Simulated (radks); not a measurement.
Values are calculated unless marked as measured or tabulated.
Species: a nucleus of charge 40.5 with 39 electrons. Configuration: [Kr] 4d2 5s1.

Level of theory: Dirac Kohn-Sham, BLYP, spin-unpolarised, spherical densities, finite nucleus; open shells are shared between the two j in proportion to 2j + 1; Fermi nuclear charge, rms radius 4.2694 fm (a radial shooting solver on a logarithmic mesh with Libxc functionals).

Energy parts (hartree):
part                       energy
total                 -3708.53212
kinetic                3835.79962
electron-nucleus      -8932.92274
Hartree                1505.18748
exchange-correlation   -116.59647

Orbitals (lengths in bohr, moments of r in powers of bohr; r(max) is where P^2 peaks):
| orbital | occ. | eigenvalue (hartree) | r(max) | <r^2> | small-component weight |
|---|---|---|---|---|---|
| 1s1/2 | 2 | -673.3163 | 0.02381 | 0.001804 | 2.18e-02 |
| 2s1/2 | 2 | -94.16207 | 0.1352 | 0.03023 | 4.43e-03 |
| 2p1/2 | 2 | -86.36138 | 0.1054 | 0.02290 | 4.43e-03 |
| 2p3/2 | 4 | -83.02566 | 0.1091 | 0.02428 | 4.30e-03 |
| 3s1/2 | 2 | -15.98467 | 0.4019 | 0.2330 | 1.16e-03 |
| 3p1/2 | 2 | -13.06465 | 0.3896 | 0.2328 | 1.11e-03 |
| 3p3/2 | 4 | -12.52884 | 0.3987 | 0.2436 | 1.07e-03 |
| 3d3/2 | 4 | -7.37307 | 0.3390 | 0.2345 | 9.54e-04 |
| 3d5/2 | 6 | -7.27422 | 0.3417 | 0.2382 | 9.44e-04 |
| 4s1/2 | 2 | -2.56648 | 1.052 | 1.576 | 2.52e-04 |
| 4p1/2 | 2 | -1.76583 | 1.129 | 1.940 | 2.08e-04 |
| 4p3/2 | 4 | -1.69290 | 1.154 | 2.031 | 2.00e-04 |
| 4d3/2 | 0.8 | -0.56997 | 1.487 | 4.468 | 1.01e-04 |
| 4d5/2 | 1.2 | -0.56343 | 1.499 | 4.544 | 9.95e-05 |
| 5s1/2 | 1 | -0.51333 | 2.815 | 11.31 | 4.18e-05 |

The highest occupied level is 5s1/2 at -13.969 eV. Summed over all electrons, <r^2> = 39.98 bohr^2, which gives a Langevin (diamagnetic) susceptibility term of -31.7 x 10^-6 cm^3/mol. The density falls to 0.001 e/bohr^3 at r = 4.27 bohr.
